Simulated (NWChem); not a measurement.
Species: Si₂H₄OClF; SMILES O([SiH2]F)[SiH2]Cl

```xyz
9

Si    -0.0088    -1.7573    -0.5081
F     -0.9170    -2.0804     0.8107
O      0.9957    -0.4708    -0.1722
Si     0.9239     1.1096     0.3548
Cl    -0.9123     1.9340    -0.1687
H     -0.9369    -1.4196    -1.6304
H      0.8658    -2.9355    -0.7833
H      2.0067     1.8753    -0.3342
H      1.0493     1.1604     1.8444
```
Atoms are numbered in this order, from 1.

Structure relaxed at the PBE-D3(BJ)/def2-SVP level.

Task: List the 4 lowest vertical singlet excitations from PBE/6-31G* (spherical d), TDA (NWChem).

Result: 
| state | energy (eV) | oscillator strength | leading excitation (squared amplitude) |
|---|---|---|---|
| S1 | 7.06 | 0.002 | HOMO → LUMO (0.97) |
| S2 | 7.27 | 0.011 | HOMO−1 → LUMO (0.65) |
| S3 | 7.32 | 0.012 | HOMO → LUMO+1 (0.64) |
| S4 | 7.55 | 0.018 | HOMO−1 → LUMO+1 (0.64) |
